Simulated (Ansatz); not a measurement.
Relaxation of CH$_{3}$OSe (6 atoms, charge 1, multiplicity 1), to a largest force component of 0.015 eV/Å in at most 40 steps.

Computed with RKS revPBE-D4/def2-SVP in Ansatz 0.2.0.

```xyz
6
Properties=species:S:1:pos:R:3
C -0.863 -0.099 -0.686
Se 0.544 -0.853 -0.033
O 1.078 0.416 1.004
H -1.484 -0.616 -1.404
H -1.157 0.902 -0.394
H 1.883 0.250 1.513
```

**Question.** Where does it end, and by what steps?

**Answer.** It converged. Limits of this set-up: the dipole of an ion depends on the origin. After 5 steps the energy has fallen by 0.108 eV; H6 moved furthest, 0.07 Å.

| step | energy less start (eV) | largest force component (eV/Å) | accepted |
| --- | --- | --- | --- |
| 0 | 0.0000 | 1.460 | yes |
| 1 | -0.0765 | 0.867 | yes |
| 2 | -0.1062 | 0.169 | yes |
| 3 | -0.0975 | 0.269 | no |
| 4 | -0.1068 | 0.045 | yes |
| 5 | -0.1076 | 0.002 | yes |

```xyz
6
Properties=species:S:1:pos:R:3
C -0.888 -0.084 -0.696
Se 0.545 -0.841 -0.025
O 1.093 0.473 1.040
H -1.474 -0.673 -1.426
H -1.192 0.938 -0.401
H 1.915 0.187 1.507
```

Run time: 14 s on 1 thread of AMD EPYC 7R43 64-Core Processor (Zen 3), with other jobs on the host, peak memory 0.15 GiB.
